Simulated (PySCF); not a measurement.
Question: Give a PBE0-D3(BJ)/def2-SVP geometry of `F[C@@H]1CC=C[C@H](F)CC1`.

Answer: 
```xyz
19
C7H10F2 angstrom
F     -2.5159   -0.7255    0.5977
C     -1.2213   -0.2568    0.4770
C     -1.2491    1.0647   -0.2730
C     -0.0133    1.8967   -0.0854
C      1.2349    1.4678    0.1325
C      1.7333    0.0519    0.1552
F      3.0452    0.0740   -0.2875
C      0.9510   -0.8960   -0.7367
C     -0.3915   -1.3498   -0.1746
H     -0.8560   -0.0573    1.5007
H     -1.4520    0.8883   -1.3454
H     -2.1179    1.6254    0.1052
H     -0.1677    2.9806   -0.1008
H      2.0259    2.2070    0.2960
H      1.7623   -0.3333    1.1937
H      1.5884   -1.7746   -0.9149
H      0.8181   -0.4017   -1.7120
H     -1.0016   -1.7691   -0.9903
H     -0.2510   -2.1609    0.5576
```

Any rigid rotation of these coordinates is as good. Atoms count from 1 in this order. The 7-membered ring C2–C3–C4–C5–C6–C8–C9 has internal angles of 113.9° to 127.9° (sum 829°, against 900° for a flat polygon); it is puckered, 0.34 Å rms from its mean plane, widest ring torsion 78°. The C–C distances run from 1.338 Å (C4=C5, drawn double) to 1.525 Å (C8–C9, drawn single), a spread of 0.187 Å. Of the pairs four or more bonds apart, C3···H17 is among the closest relative to their van der Waals radii: 2.91 Å, 101 % of the sum of Bondi's values.

Bonds between heavy atoms (Å): F1–C2 1.382, C2–C3 1.520, C3–C4 1.502, C4=C5 1.338, C5–C6 1.501, C6–F7 1.385, C6–C8 1.519, C8–C9 1.525, C2–C9 1.519.

Theory: PBE0-D3(BJ)/def2-SVP geometry optimisation, gas phase in PySCF.

Point group: C1 (no symmetry element, even within 0.4 Å). No frequency check. The numbers are those of one conformer (F1–C2–C3–C4 161°, C2–C3–C4–C5 31°, C4–C5–C6–F7 149°, C5–C6–C8–C9 -78°).

The run took 1.9 min on one thread of an Arm Neoverse N1, no GPU, shared host with 64 logical CPUs at a one-minute load of 16, and the process peaked at 0.83 GiB of memory. That covers the optimisation of the geometry.
